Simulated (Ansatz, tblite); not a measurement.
Cost and result up the ladder for `Cc1csc(-c2sc(-c3sccc3C)cc2C)c1` (32 atoms). Charge 0, multiplicity 1. Geometry: PBE-D4/def2-SVP.

Ansatz on 2 threads of AMD EPYC 7R13 on a shared host and a share (18 GiB) of an NVIDIA H100 80GB HBM3; xTB runs through tblite on one thread. Times are rough, summed over both states, and most runs start from the orbitals of an earlier one. PBE0-D4/def2-TZVP serves as the yardstick here, not as an exact answer. The other state is a doublet.

The xTB rows come from tblite. Single mean-field runs in def2-TZVP are fitted with def2-universal-jkfit.

Raw xTB energies of ions are shifted by several eV.

```csv
level,functions,wall time,vertical IE (eV),difference from PBE0-D4/def2-TZVP (eV)
GFN2-xTB,101,0.1 s,11.52,4.95
GFN1-xTB,115,0.11 s,12.25,5.67
PBE-D4/def2-TZVP,660,15 s,6.43,-0.14
PBE0-D4/def2-TZVP,660,25 s,6.57,0.00
```
